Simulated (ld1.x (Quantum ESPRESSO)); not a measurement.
u(r) = r·R(r): atom against pseudo-atom (nitrogen)

Columns: radius, all-electron u(r) and pseudo u(r) of the 2p shell (level -37.62 eV) of nitrogen in the configuration [He] 2s2 2p1; LDA (PZ), scalar-relativistic, RRKJ scheme, ld1.x (Quantum ESPRESSO) 7.5.

```tsv
r (bohr)	all-electron	pseudo
0.072	0.0524	0.0215
0.145	0.1682	0.0850
0.217	0.3028	0.1820
0.290	0.4376	0.3049
0.362	0.5578	0.4383
0.435	0.6615	0.5733
0.507	0.7445	0.6953
0.580	0.8091	0.7987
0.652	0.8549	0.8756
0.725	0.8849	0.9263
0.798	0.9003	0.9508
0.870	0.9033	0.9530
0.942	0.8962	0.9385
1.015	0.8804	0.9119
1.088	0.8577	0.8781
1.160	0.8301	0.8415
1.232	0.7987	0.8038
1.305	0.7639	0.7655
1.378	0.7271	0.7274
1.450	0.6897	0.6897
1.522	0.6519	0.6519
1.595	0.6135	0.6135
1.668	0.5756	0.5756
1.740	0.5391	0.5391
1.812	0.5036	0.5036
1.885	0.4689	0.4689
```

**Question.** How many radial nodes do the two functions have?

**Answer.** The all-electron 2p function has n − l − 1 = 0; the pseudo-wave has 0.

**Question.** At about which radius was the pseudo-wave matched?

**Answer.** 1.45 bohr, where the columns begin to agree (steps of 0.07 bohr).

**Question.** Is the pseudo-wave norm-conserving?

**Answer.** Yes: the RRKJ scheme keeps the norm inside the radius equal to the all-electron one, which fixes the energy derivative of the logarithmic derivative at the level.
